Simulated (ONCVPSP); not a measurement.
beryllium: one change to an ONCV potential, before and after

- Element: Be
- Generator: ONCVPSP 4.0.1
- Type: optimised norm-conserving Vanderbilt (ONCV)
- Functional: PBE
- Relativity: scalar-relativistic
- Frozen core: none
- Valence charge: 4
- Reference configuration: 1s2 2s2
- Partial waves: 1s+2s: rc 0.75 bohr, ncon 4, nbas 8, qcut 15.9 1/bohr, 2 projectors; p scattering state at 0.06 Ha: rc 0.60 bohr, ncon 4, nbas 8, qcut 12.2 1/bohr, 2 projectors, debl 3.4 Ha
- Local potential: polynomial inside 0.50 bohr (lpopt 5, dvloc0 -1 Ha)
- Core correction: none

All-electron outer shells of the reference configuration (PBE, scalar-relativistic, ld1.x):

| shell | level (eV) | outermost node (bohr) | outermost maximum (bohr) |
| --- | --- | --- | --- |
| 1s | -106.21 | – | 0.27 |
| 2s | -5.61 | 0.59 | 2.04 |

Change: functional LDA (Perdew-Wang 92).

Cutoffs: the cutoffs (Ha) at which the residual kinetic energy of the hardest occupied pseudo-wave falls to 1 and 0.1 mHa per electron; they do not see the model core or the augmentation charge, which bear on the density cutoff. Errors are all-electron minus pseudo energies relative to the spin-unpolarised reference configuration.

**Question.** How do hardness, ghosts and transferability respond?

**Answer.** The potential gets neither clearly harder nor softer (94 Ha and 110 Ha → 94 Ha and 110 Ha); the errors of the 4 common tests hardly move; neither file shows a bound ghost.

```csv
quantity,base,changed
"cutoff, loose",94 Ha,94 Ha
"cutoff, tight",110 Ha,110 Ha
bound ghosts,none,none
GHOST(+) flags under 300 eV,none,none
"error for 1s2 2s1, meV [ΔE 9.55 → 9.51 eV]",+0.5,+0.4
"error for 1s2 2s0, meV [ΔE 27.50 → 27.29 eV]",+3.4,+3.1
"error for 1s2 2s1.5, meV [ΔE 3.76 → 3.75 eV]",+0.1,+0.1
"error for 1s2 2s0 2p2, meV [ΔE 7.25 → 7.07 eV]",+3.3,+3.7
s: phases at 0.76 bohr within 0.05 rad from the reference energy up to (Ha; the scan ends near 5),to the end of the scan,to the end of the scan
p: phases at 0.61 bohr within 0.05 rad from the reference energy up to (Ha; the scan ends near 5),to the end of the scan,to the end of the scan
```
